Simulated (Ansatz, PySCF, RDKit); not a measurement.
H2S (SMILES S) and CH2O2 (SMILES O=CO) are pulled apart as rigid monomers along the line of their centres of mass, from the B3LYP-D3(BJ)/def2-TZVP minimum. Starting geometry (charge 0, multiplicity 1):
```tsv
atom	x (Å)	y (Å)	z (Å)
S	0.1716	0.5064	-0.4256
H	0.0905	-0.7136	0.1382
H	-1.1555	0.5707	-0.6241
O	-0.2079	-1.3942	2.4542
C	-0.2229	-0.4617	3.2136
O	-0.1072	0.8234	2.8777
H	-0.3368	-0.5566	4.3016
H	-0.0052	0.8942	1.9015
```

Interaction energies with rigid monomers; basis-set methods are counterpoise corrected unless marked otherwise.

Rows in 6-31G* carry no dispersion term and start afresh at each structure (6-31G* with six Cartesian d functions). MP2/6-31G* freezes PySCF's default core.

Codes used: Ansatz (a first-principles code) with Gaussian orbitals; PySCF for 6-31G* rows, the dispersion terms; RDKit for the force fields. Values without a source in brackets are computed.

| S1···H8 (Å) | MMFF94 (meV) | UFF (meV) | B3LYP/6-31G* (meV) | PBE0-D3(BJ)/def2-TZVPPD (meV) | MP2/6-31G* (meV) |
|---|---|---|---|---|---|
| 2.15 | -87.9 | 1246.7 | -98.9 | -253.8 | -19.4 |
| 2.37 | -124.2 | 318.5 | -170.3 | -283.1 | -126.3 |
| 2.70 | -109.3 | 13.6 | -166.5 | (withheld) | -151.3 |
| 3.26 | -62.6 | -25.5 | -97.4 | -135.7 | -100.3 |
| 4.17 | -24.4 | -10.1 | (withheld) | -50.1 | -38.3 |

Some entries are withheld; supply them.


- 2.70, PBE0-D3(BJ)/def2-TZVPPD (meV): -237.2
- 4.17, B3LYP/6-31G* (meV): -33.7
